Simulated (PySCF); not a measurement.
SMILES c1ccc([SiH2][SiH2]C(C)C)s1, singlet (GFN2-xTB optimised geometry):

```
24

C     -2.240    -1.852     1.188
C     -2.774    -0.557     1.794
C     -3.885     0.017     0.920
Si    -1.365     0.714     2.057
Si    -0.280     1.171     0.059
C      1.364     0.267     0.000
C      2.630     0.774     0.005
C      3.642    -0.209     0.003
C      3.137    -1.469     0.000
S      1.419    -1.469     0.000
H     -1.467    -2.286     1.818
H     -3.039    -2.585     1.077
H     -1.811    -1.670     0.203
H     -3.211    -0.800     2.769
H     -4.297     0.922     1.362
H     -3.508     0.263    -0.072
H     -4.695    -0.703     0.802
H     -0.465     0.154     3.079
H     -1.966     1.917     2.656
H      0.066     2.585    -0.139
H     -1.016     0.757    -1.148
H      2.828     1.831     0.007
H      4.695     0.012     0.002
H      3.664    -2.403    -0.005
```

Calculation: PBE0/def2-SVP in PySCF.

What are the frontier orbital energies and the dipole moment?

HOMO-2 -8.01 eV, HOMO-1 -7.28 eV, HOMO -6.77 eV, LUMO -0.64 eV, LUMO+1 0.05 eV; dipole moment 0.40 D.

Meta-Löwdin charges at PBE0/def2-SVP: C1 -0.30, C2 -0.25, C3 -0.30, Si4 0.35, Si5 0.35, C6 -0.33, C7 -0.12, C8 -0.14, C9 -0.23, S10 0.25, H11 0.10, H12 0.10, H13 0.09, H14 0.10, H15 0.10, H16 0.09, H17 0.10, H18 -0.08, H19 -0.09, H20 -0.08, H21 -0.08, H22 0.12, H23 0.12, H24 0.13.
